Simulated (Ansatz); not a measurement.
Start from `NB(Br)O[SiH3]` and change one atom or group to get `NB(Cl)O[SiH3]`.

Ansatz, PBE0-D4/def2-TZVP geometries, multiplicity 1. Each molecule was computed in one conformer, which needn't be the lowest.

Scalar relativity is left out up to krypton.

```csv
property,`NB(Br)O[SiH3]`
HOMO–LUMO gap (PBE/def2-TZVPP) / eV,6.01
HOMO–LUMO gap (ωB97M-V/def2-TZVPP) / eV,12.00
size of the dipole moment (PBE/def2-TZVPP) / D,2.01
LUMO energy (ωB97M-V/def2-TZVPP) / eV,1.72
HOMO–LUMO gap (B3LYP/def2-TZVPP) / eV,7.70
LUMO energy (B3LYP/def2-TZVPP) / eV,-0.05
```

Question: What does the change do to each property? (Estimate.)

Answer: Ansatz gave: 
```json
{"property": "HOMO–LUMO gap (PBE/def2-TZVPP) / eV", "`NB(Cl)O[SiH3]`": "5.93", "shift": "-0.08"}
{"property": "HOMO–LUMO gap (ωB97M-V/def2-TZVPP) / eV", "`NB(Cl)O[SiH3]`": "12.18", "shift": "0.18"}
{"property": "size of the dipole moment (PBE/def2-TZVPP) / D", "`NB(Cl)O[SiH3]`": "2.80", "shift": "0.79"}
{"property": "LUMO energy (ωB97M-V/def2-TZVPP) / eV", "`NB(Cl)O[SiH3]`": "1.63", "shift": "-0.09"}
{"property": "HOMO–LUMO gap (B3LYP/def2-TZVPP) / eV", "`NB(Cl)O[SiH3]`": "7.72", "shift": "0.02"}
{"property": "LUMO energy (B3LYP/def2-TZVPP) / eV", "`NB(Cl)O[SiH3]`": "-0.21", "shift": "-0.16"}
```

Dipoles are sizes alone; their direction can turn.

B3LYP here is the variant with VWN-RPA as its local correlation; programs differ in this.

Spin–orbit coupling is left out; it splits and shifts lone-pair levels of the heavy atoms by tenths of an eV.
